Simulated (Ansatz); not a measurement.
```yaml
atoms:
  - { symbol: Si, position_ang: [0.0000, 0.0000, 0.0000] }
  - { symbol: N, position_ang: [0.0000, 0.0000, 3.9270] }
```

Basis set: pcseg-2 (spherical functions). Charge 0, multiplicity 4.

Computed with Ansatz (development build ahead of 0.2.0); each method stands on the lowest determinant of its kind that the runs found. Restricted functionals stand beside restricted open-shell atoms, which can lie above the unrestricted atoms usual in DFT and then raise those values.

(1) Give the atomization energy at this shape (free ground-state atoms in the same class of orbitals less the molecule, no zero-point energy) of quartet SiN by ωB97X (restricted open-shell), PBE0 (restricted open-shell).

Answers

(1)

```json
{"method": "ωB97X (restricted open-shell)", "atomization energy": "-23.17 kcal/mol"}
{"method": "PBE0 (restricted open-shell)", "atomization energy": "-28.06 kcal/mol"}
```

Caution: charge can spread falsely over distant fragments; stretched shape with no unrestricted run beside it, a lower state can exist; the molecule lies well above its atoms at this level; the shape is not the minimum.
